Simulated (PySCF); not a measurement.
Geometry (Å), atoms numbered from 1 in this order:
```xyz
6

B     0.5241    0.9079    0.0034
Cl    2.2709    0.9128    0.0580
Cl   -0.3402    2.4265   -0.0443
C    -0.2342   -0.4021   -0.0019
C    -0.8412   -1.4570   -0.0057
H    -1.3793   -2.3881   -0.0095
```

How the numbers were obtained: shieldings: GIAO B3LYP/pcSseg-1, geometry from PBE0-D3(BJ)/def2-SVP, in PySCF 2.14.0 with density-fitted response routines (equivalent nuclei averaged, in vacuum, non-relativistic Hamiltonian, a single conformation).

Chemical shifts δ = σref − σ; ¹³C (σref 179.24) and ¹H (σref 31.38) against TMS; ¹¹B (σref 97.83) vs BF3·OEt2; HCl for ³⁵Cl (σref 930.46), all at this level.

```tsv
atoms	nucleus	count	δ (ppm)
H6	¹H	1	3.62
C5	¹³C	1	111.6
Cl2/Cl3	³⁵Cl	2	?
B1	¹¹B	1	46.0
C4	¹³C	1	?
```

Fill in the missing shifts.

## Answers


- C4: 89.2 ppm, carbon bonded to C, B
- Cl2/Cl3: 295 ppm, chlorine bonded to B

A carbon bonded to boron is broadened by the quadrupolar boron nucleus and is often missing from a measured spectrum. Shifts are as computed. Against solution values, carbons near 30 ppm lie about +2 ppm off and those near 130 ppm about +6 ppm. Of 1211 compounds with measured shifts, 218 miss one by over three times the rms of a fit or turn the order of signals round; such compounds aren't used in these exercises.
